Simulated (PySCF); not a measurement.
## Thallium: a sound run and one with changed settings

Sound run: Tl [Xe] 4f14 5d10 6s2 6p1, Tl⁺ [Xe] 4f14 5d10 6s2. Calculation: PySCF 2.14, in aug-cc-pVDZ-PP with ECP60MDF (5s4p3d, 32 functions); a scalar-relativistic core potential. The sound run starts from symmetry-adapted Hartree-Fock orbitals and uses a fine grid where one is needed.

Changed run: radial step 0.8 in ln r (0.13 in the sound run). This setting is unsound on purpose.

```json
{"species": "Tl", "method": "UHF", "sound run (hartree)": "-171.51252", "changed run (hartree)": "-171.51252", "converged": "yes"}
{"species": "Tl", "method": "M06-2X", "sound run (hartree)": "-172.38143", "changed run (hartree)": "-172.83115", "converged": "yes"}
{"species": "Tl", "method": "BP86", "sound run (hartree)": "-172.64420", "changed run (hartree)": "-174.40191", "converged": "yes"}
{"species": "Tl⁺", "method": "UHF", "sound run (hartree)": "-171.32881", "changed run (hartree)": "-171.32881", "converged": "yes"}
{"species": "Tl⁺", "method": "M06-2X", "sound run (hartree)": "-172.18599", "changed run (hartree)": "-172.63654", "converged": "yes"}
{"species": "Tl⁺", "method": "BP86", "sound run (hartree)": "-172.44036", "changed run (hartree)": "-174.20199", "converged": "yes"}
```

Ionisation energy of Tl:

```
method  sound run (eV)  changed run (eV)
   UHF           4.999             4.999
M06-2X           5.318             5.296
  BP86           5.547             5.440
```

A coarse radial grid mis-integrates the density and the exchange-correlation energy, with errors of either sign; Hartree-Fock needs no grid.

For comparison, NIST gives 6.108 eV between the lowest levels.
